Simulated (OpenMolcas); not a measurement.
Au2+ in a point-charge field

Au2+ among 6 point charges of -1.7 e arranged as an octahedron (Oh), 2.03 Å from the ion.
```
   2.0300    0.0000    0.0000  -1.70
   0.0000    2.0300    0.0000  -1.70
  -2.0300    0.0000    0.0000  -1.70
   0.0000   -2.0300    0.0000  -1.70
   0.0000    0.0000    2.0300  -1.70
   0.0000    0.0000   -2.0300  -1.70
```

```json
{
 "Program": "OpenMolcas",
 "Method": "CASSCF",
 "Basis": "ANO-RCC-VTZP [8s7p5d3f1g]",
 "Scalar Hamiltonian": "DKH2, point nucleus",
 "Active space": "9 electrons in 5 orbitals (5d)",
 "State averaging": "2S+1 = 2 even, 5 roots",
 "Spin-orbit coupling": "RASSI with atomic mean-field integrals over the reference wave functions"
}
```

The lowest spin-free states (labels of O, the rotations of Oh), above the lowest:

| State | Degeneracy | E (cm-1) | Free-ion L (%) |
| --- | --- | --- | --- |
| 2E | 2 | 0.0 | D (100) |
| 2T2 | 3 | 8578 | D (100) |

The lowest levels with spin-orbit coupling:

| E (cm-1) | Degeneracy | Label | 2S+1 | g |
| --- | --- | --- | --- | --- |
| 0.0 | 4 | Γ8 | 2 |  |
| 6466 | 2 | Γ7 | 2 | 2.00 2.00 2.00 |
| 16941 | 4 | Γ8 | 2 |  |

Powder χT (cm3 K/mol): 0.922 at 2 K, 0.923 at 10 K, 0.928 at 50 K, 0.934 at 100 K, 0.946 at 200 K, 0.957 at 300 K. The effective moment at 300 K is 2.828 √(χT) = 2.77 μB.

The lowest level has 2S+1 = 2, for which the spin-only value is χT = S(S+1) / 2 = 0.375 cm3 K/mol (g = 2). The computed 0.957 at 300 K differs by +0.582, through orbital momentum, spin-orbit coupling and any other state in reach.

The gap between the two states is 10Dq = 8578 cm-1.

An orbital doublet at a regular site is open to a Jahn-Teller distortion, which this geometry leaves out. This is an electrostatic model: the charges have no orbitals. No measured value stands beside these numbers.
